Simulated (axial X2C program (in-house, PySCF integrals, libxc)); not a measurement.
# Photoelectron levels of GeP⁻ by EOM-IP-CCSD

Calculated with an in-house all-electron X2C program for linear molecules (integrals from PySCF): two-component X2C with atomic mean-field Coulomb and Gaunt terms, Gaussian nuclei, basis Ge dyall-acv3z, P dyall-av3z with contracted cores.

R = 2.162 Å (1.045 times 2.069 Å, the PBE0 minimum at charge -1 for the lowest determinant).

Vertical detachment energies of GeP⁻ to the states of GeP:

```
Ω of GeP  vertical detachment energy (eV)  above lowest (cm⁻¹)                 ionised spinor  one-hole weight
     3/2                            2.819                    0            58% P pπ, 31% Ge pπ             0.94
     1/2                            2.882                  508            56% P pπ, 33% Ge pπ             0.94
     1/2                            3.125                 2469  42% P pσ, 38% Ge pσ, 9% Ge sσ             0.93
     1/2                            7.364                36662  37% Ge sσ, 21% P pσ, 20% P sσ             0.68
```

Task: Take the first Ω = 1/2 and Ω = 3/2 rows of π character: how far apart are they, and which lies lower?

Result: E(3/2) − E(1/2) = 0 − 508 = -508 cm⁻¹ at EOM-IP-CCSD: inverted, Ω = 3/2 lower. Splittings at this level can be off by ten to twenty per cent.

This point took 34 s on 1 thread of Intel(R) Xeon(R) Processor @ 2.30GHz, on a shared host.

Reference electrons by ω block (each with its −ω partner): 1/2: 17, 3/2: 6, 5/2: 1. 20 electrons of GeP⁻ correlated (inner shells frozen), 94 natural virtual spinors (a truncated set); levels can be off by some tenths of an eV. Roots sought by Ω: (1/2: 4, 3/2: 3, 5/2: 1); rows need 60 % one-particle weight and stop where some Ω has no more roots. Missing are any skipped roots, higher Ω and states of a further excitation; these come out far too high here and may in truth be low or lowest. T1 of the reference 0.018 (Lee–Taylor). Number of frozen shells: Ge 3 s, 2 p; P 2 s, 1 p.
